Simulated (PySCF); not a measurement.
H8N3Si3, SMILES N1[SiH]N[SiH2]N[SiH2]1, doublet (PBE0/def2-SVP optimised geometry):

```
14

N     -2.213    -1.154     1.465
Si    -1.152    -2.080     2.505
N      0.377    -1.235     2.602
Si     1.099    -0.290     1.333
N     -0.019    -0.339     0.000
Si    -1.757    -0.339     0.000
H     -3.188    -1.115     1.751
H     -1.773    -2.110     3.881
H      0.894    -1.349     3.470
H      2.397    -0.842     0.827
H      1.382     1.090     1.845
H      0.411    -0.484    -0.909
H     -2.180    -1.017    -1.268
H     -2.397     1.017     0.000
```

Calculation: unrestricted PBE0/def2-TZVP (PySCF).

**Question.** What are the frontier orbital energies (α orbitals alone; a β orbital can be the lowest empty one) and the dipole moment?

**Answer.** HOMO-2 -7.64 eV, HOMO-1 -7.50 eV, HOMO -5.11 eV, LUMO 0.28 eV, LUMO+1 0.35 eV; dipole moment 0.14 D.

On the same geometry unrestricted PBE/def2-TZVP (PySCF) gives HOMO-2 -6.30 eV, HOMO-1 -6.13 eV, HOMO -3.97 eV, LUMO -0.58 eV, LUMO+1 -0.49 eV; dipole moment 0.19 D.

Meta-Löwdin charges at PBE0/def2-TZVP: N1 -0.80, Si2 0.63, N3 -0.81, Si4 0.85, N5 -0.82, Si6 0.85, H7 0.25, H8 -0.11, H9 0.25, H10 -0.13, H11 -0.14, H12 0.25, H13 -0.14, H14 -0.14.
